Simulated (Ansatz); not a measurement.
Consider the substitution at a C–Al bond: `C=[C](O)[Al]([F])[F]` + H–F → `C=C(O)F` + `[F][AlH][F]`.

Isolated molecules relaxed with PBE0-D4/def2-TZVP in Ansatz; ΔE leaves out vibrations. CCSD(T)/CBS is the MP2 limit (def2-TZVPP, def2-QZVPP) plus CCSD(T) − MP2 in def2-TZVPP, frozen cores. This one scheme is used for every species. DFT in def2-TZVPP. B3LYP here is the variant with VWN-RPA as its local correlation; programs differ in this. One conformer a species, not always the lowest.

```
             level  ΔE (kJ/mol)  difference from CCSD(T)/CBS
            PBE-D4         48.2                        -13.2
         r2SCAN-D4         43.5                        -17.9
           PBE0-D4         47.8                        -13.6
          B3LYP-D4         47.4                        -14.0
           ωB97X-V         39.7                        -21.7
           ωB97M-V         44.5                        -16.9
               PBE         43.4                        -18.0
            r2SCAN         42.2                        -19.2
              PBE0         43.5                        -17.9
SCS-MP2/def2-TZVPP         54.7                         -6.7
   CCSD/def2-TZVPP         52.2                         -9.2
CCSD(T)/def2-TZVPP         55.3                         -6.1
     HF/def2-QZVPP         28.1                        -33.3
SCS-MP2/def2-QZVPP         58.3                         -3.1
      HF/CBS(def2)         28.1                        -33.3
    CCSD/CBS(def2)         58.3                         -3.1
       CCSD(T)/CBS         61.4                            0
```

Largest T1 diagnostic among the species: 0.014.

In def2-TZVPP, CCSD(T) changes the Hartree–Fock value by +27.2 kJ/mol (the triples alone add +3.1 kJ/mol) and MP2 by +34.0 kJ/mol. The D4 term adds +7.7 kJ/mol with B3LYP and +4.3 kJ/mol with PBE0; it sums over pairs of atoms, weighted by their polarisabilities, and B3LYP, whose exchange is more repulsive, gets the larger term.
